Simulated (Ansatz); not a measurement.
```yaml
crystal:
  periodic: [false, false, false]
  atoms:
    - {symbol: Mg, position_ang: [-0.165934, -0.069377, -0.326453]}
    - {symbol: Br, position_ang: [2.112784, -0.379310, 1.237982]}
    - {symbol: D, position_ang: [-1.682047, 0.297227, -0.929625]}
basis:
  gaussian: {orbitals: ANO-RCC-VTZP}
hamiltonian: {xc: {name: wB97X-V}}
```

```sh
$ ansatz run in.yaml --threads 2 --pin off --events-out ev --progress --plain --max-ram 20480MiB --backend cpu
```

Output, abridged:

```
Error: YAML parse error: error: line 6 column 16: `D` is not an element symbol (H … Og, case-exact)
 --> <input>:6:16
4 |     - {symbol: Mg, position_ang: [-0.165934, -0.069377, -0.326453]}
5 |     - {symbol: Br, position_ang: [2.112784, -0.379310, 1.237982]}
6 |     - {symbol: D, position_ang: [-1.682047, 0.297227, -0.929625]}
7 | basis:
8 |   gaussian: {orbitals: ANO-RCC-VTZP}
```

In this input an element symbol is wrong. The program refused the input.
